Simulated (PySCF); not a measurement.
A species of formula C4H12O2Si3 has this rotational fingerprint, computed with PBE0/pcSseg-1 in PySCF (dipole) on a GFN2-xTB geometry, gas phase:

| Property | Result |
| --- | --- |
| Rotational constants | A = 931.0, B = 769.2, C = 762.5 MHz |
| Dipole components | \|μa\| = 2.34 D, \|μb\| = 0.91 D, \|μc\| = 0.22 D |
| Inertial defect | -537.04 u·Å² |
| κ | -0.92 |

Problem. Which candidate fits, each taken in the one conformer that was computed?
A. `[CH3:1]/[C:2](=[CH:3]/[C:4](=[O:5])[OH:6])[SiH:7]([SiH3:8])[SiH3:9]` with C2–C3–C4–O5 1°, C3–C4–O6–H 180°, C1–C2–Si7–Si8 112°
B. `[CH2:1]=[CH:2][Si@@:3]([OH:4])([CH:5]=[O:6])[SiH2:7][CH2:8][SiH3:9]` with C1–C2–Si3–O4 12°, C2–Si3–O4–H 96°, C2–Si3–C5–O6 -120°, C2–Si3–Si7–C8 -152°, Si3–Si7–C8–Si9 -55°
C. `[CH2:1]=[C:2]([O:3][CH:4]=[O:5])[SiH2:6][CH:7]([SiH3:8])[SiH3:9]` with C1–C2–O3–C4 -178°, C2–O3–C4–O5 1°, C1–C2–Si6–C7 -110°, C2–Si6–C7–Si8 156°
D. `[CH3:1][C:2](=[O:3])[SiH2:4][C:5]([SiH3:6])([SiH3:7])[CH:8]=[O:9]` with C1–C2–Si4–C5 146°, C2–Si4–C5–Si6 40°, Si4–C5–C8–O9 7°
E. `[CH2:1]=[C:2]([SiH2:3][CH:4]([SiH3:5])[SiH3:6])[C:7](=[O:8])[OH:9]` with C1–C2–Si3–C4 97°, C2–Si3–C4–Si5 73°, C1–C2–C7–O8 -163°, C2–C7–O9–H 179°

Solution. A. It is C/C(=C/C(=O)O)[SiH]([SiH3])[SiH3]. The candidates at the same level (rigid rotor, commonest isotopes):

```csv
SMILES,A (MHz),B (MHz),C (MHz),μa (D),μb (D),μc (D),Δ (u·Å²),point group,rotor
CC(=O)[SiH2]C([SiH3])([SiH3])C=O,1567,781.0,683.8,0.32,1.46,1.02,-230.51,C1,asymmetric top
C=C[Si@@](O)(C=O)[SiH2]C[SiH3],1369,611.5,509.7,0.78,1.26,1.23,-204.17,C1,asymmetric top
C=C([SiH2]C([SiH3])[SiH3])C(=O)O,1267,725.7,589.0,1.42,1.40,0.38,-237.10,C1,asymmetric top
C=C(OC=O)[SiH2]C([SiH3])[SiH3],1441,632.4,612.1,1.87,0.69,0.50,-324.12,C1,near-prolate asymmetric top
C/C(=C/C(=O)O)[SiH]([SiH3])[SiH3],931.0,769.2,762.5,2.34,0.91,0.22,-537.04,–,–
```

`C=C[Si@@](O)(C=O)[SiH2]C[SiH3]` has A 47 % too high; `C=C([SiH2]C([SiH3])[SiH3])C(=O)O` has A 36 % too high; `CC(=O)[SiH2]C([SiH3])([SiH3])C=O` has A 68 % too high; `C=C(OC=O)[SiH2]C([SiH3])[SiH3]` has A 55 % too high. No structure here is proved a minimum.
